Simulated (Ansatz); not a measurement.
Isolated molecules relaxed with PBE0-D4/def2-TZVP in Ansatz; ΔE leaves out vibrations. CBS: MP2 limit from def2 TZ/QZ plus the TZ coupled-cluster correction, frozen cores. This one scheme is used for every species. Functionals use def2-TZVPP. B3LYP here is the variant with VWN-RPA as its local correlation; programs differ in this. HSE06 is defined as in plane-wave codes. For Br outer-core shells are correlated without core-valence functions, which leaves a few kJ/mol of doubt a bond. Scalar relativity is left out up to krypton.

Reaction (substitution at a C–C bond): `CC(Br)Br` + H–F → `FC(Br)Br` + CH₄

| level | ΔE (kcal/mol) |
| --- | --- |
| PBE0 | 10.5 |
| B3LYP | 7.9 |
| r2SCANh | 9.6 |
| HSE06 | 10.5 |

Task: What does CCSD(T)/CBS give? (Estimate.)

Result: Ansatz gave: +15.0 kcal/mol. The listed levels differ from it by -4.5, -7.1, -5.4, -4.5 kcal/mol.

Task: What do rigid-rotor, harmonic-oscillator terms from PBE0-D4/def2-TZVP frequencies (298.15 K, 1 bar) make of the CCSD(T)/CBS value? (Best estimate.)

Result: Ansatz gave: ΔZPE = -0.4 kcal/mol, ΔH = +14.5 kcal/mol, ΔS = 3 J/(mol·K), ΔG = +14.3 kcal/mol.

Largest T1 diagnostic among the species: 0.009.

From BLYP to BHLYP (50 % exact exchange), in def2-TZVPP and without D4, ΔE moves by +4.2 kcal/mol. At CCSD(T), def2-SVP lies −3.9 kcal/mol from the extrapolated value and def2-TZVPP −1.2 kcal/mol. The D4 term adds +1.8 kcal/mol with B3LYP and +1.0 kcal/mol with PBE0; it sums over pairs of atoms, weighted by their polarisabilities, and B3LYP, whose exchange is more repulsive, gets the larger term.
